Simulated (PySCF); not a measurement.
## From a computed spectrum to the compound

A species of 10 atoms with charge 1 has these harmonic modes (PBE0, small Gaussian bases with core potentials, PySCF 2.14.0):

| cm⁻¹ | km/mol | symmetry |
| --- | --- | --- |
| 38 | 1.8 |  |
| 93 | 5.4 |  |
| 113 | 8.7 |  |
| 126 | 0.8 |  |
| 178 | 0.1 |  |
| 181 | 0.2 |  |
| 314 | 0.7 |  |
| 373 | 28.6 |  |
| 396 | 6.3 |  |
| 412 | 369.4 |  |
| 416 | 555.1 |  |
| 497 | 47.6 |  |
| 509 | 63.6 |  |
| 541 | 408.8 |  |
| 577 | 58.8 |  |
| 752 | 174.6 |  |
| 752 | 173.8 |  |
| 773 | 31.4 |  |
| 1630 | 113.9 |  |
| 3784 | 285.4 |  |
| 3860 | 284.1 |  |
| 3962 | 574.7 |  |
| 3966 | 537.3 |  |
| 3975 | 204.7 |  |

Task: Which species is it, and in which structure?

Result: [Hf(OH)3(H2O)]+ (singlet):
```xyz
10

Hf    0.0298   -0.0409    0.0333
O     1.1331    1.1731    0.9839
H     1.7520    1.6014    1.5805
O    -1.2026   -0.9805    1.1200
H    -1.6806   -1.5513    1.7262
O     0.9620   -1.1849   -1.1528
H     1.5152   -1.8335   -1.5956
O    -1.1461    1.3475   -1.2364
H    -1.1075    2.3161   -1.1787
H    -1.7762    1.1245   -1.9404
```
Ideal gas at 298.15 K and 1 bar: S = 409.7 J/(mol K), Cp = 142.1 J/(mol K), H − H(0 K) = 28.1 kJ/mol (rigid rotor, harmonic modes, spin degeneracy alone; the modes under 60 cm⁻¹ make these uncertain). 
 This is one of several that fit.
